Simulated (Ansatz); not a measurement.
Isolated molecules relaxed with PBE0-D4/def2-TZVP in Ansatz; ΔE leaves out vibrations. CCSD(T)/CBS adds triple-zeta CCSD(T) − MP2 to the extrapolated MP2 energy (def2 sets, frozen cores). This one scheme is used for every species. Functionals use def2-TZVPP. B3LYP here is the variant with VWN-RPA as its local correlation; programs differ in this. For Ge outer-core shells are correlated without core-valence functions, which leaves a few kJ/mol of doubt a bond. Scalar relativity is left out up to krypton. Each species was taken in one conformer, which may not be the lowest.

Reaction (ligand exchange at a Ge–N bond): `C[NH][GeH]([Cl])[O]C` + CH₃OH → `C[O][GeH]([Cl])[O]C` + CH₃NH₂

```json
{"level": "PBE-D4", "ΔE (kJ/mol)": "-24.3", "difference from CCSD(T)/CBS": "-0.1"}
{"level": "PBE0-D4", "ΔE (kJ/mol)": "-23.0", "difference from CCSD(T)/CBS": "1.2"}
{"level": "B3LYP-D4", "ΔE (kJ/mol)": "-27.0", "difference from CCSD(T)/CBS": "-2.8"}
{"level": "B2PLYP", "ΔE (kJ/mol)": "-28.9", "difference from CCSD(T)/CBS": "-4.7"}
{"level": "PBE0", "ΔE (kJ/mol)": "-24.6", "difference from CCSD(T)/CBS": "-0.4"}
{"level": "HF/def2-TZVPP", "ΔE (kJ/mol)": "-32.9", "difference from CCSD(T)/CBS": "-8.7"}
{"level": "CCSD/def2-TZVPP", "ΔE (kJ/mol)": "-25.9", "difference from CCSD(T)/CBS": "-1.7"}
{"level": "CCSD(T)/def2-TZVPP", "ΔE (kJ/mol)": "-25.7", "difference from CCSD(T)/CBS": "-1.5"}
{"level": "MP2/def2-QZVPP", "ΔE (kJ/mol)": "-24.0", "difference from CCSD(T)/CBS": "0.2"}
{"level": "SCS-MP2/def2-QZVPP", "ΔE (kJ/mol)": "-26.5", "difference from CCSD(T)/CBS": "-2.3"}
{"level": "CCSD(T)/CBS", "ΔE (kJ/mol)": "-24.2", "difference from CCSD(T)/CBS": "0"}
```

Largest T1 diagnostic among the species: 0.011.

In def2-TZVPP, CCSD(T) changes the Hartree–Fock value by +7.2 kJ/mol (the triples alone add +0.2 kJ/mol) and MP2 by +8.3 kJ/mol.
